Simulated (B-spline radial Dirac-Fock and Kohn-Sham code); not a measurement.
These are calculated numbers from a B-spline atomic structure program; the model is the Dirac equation of a negative muon with reduced mass in the field of a spherical finite nucleus, with the Uehling potential to all orders; nuclear polarisation, deformation, hyperfine structure, self-energy, higher-order vacuum polarisation, relativistic recoil and electron screening are left out. The nuclear charge is a uniformly charged sphere.

Question: A muonic atom of atomic mass 139.91 u emits these computed lines: 2p3/2 → 1s1/2 4152 keV, 3d5/2 → 2p3/2 1315 keV, 4f7/2 → 3d5/2 465.8 keV, 5g9/2 → 4f7/2 214.6 keV. Which element is it, and what rms charge radius was used?

Answer: Cerium (Z = 58, nuclide ¹⁴⁰Ce); the high transitions hardly feel the nucleus and fix Z. The 2p → 1s line lies 3379 keV below the value for a point nucleus without QED, which for this nuclear model gives a radius near 4.88 fm (4.8771 fm was used).
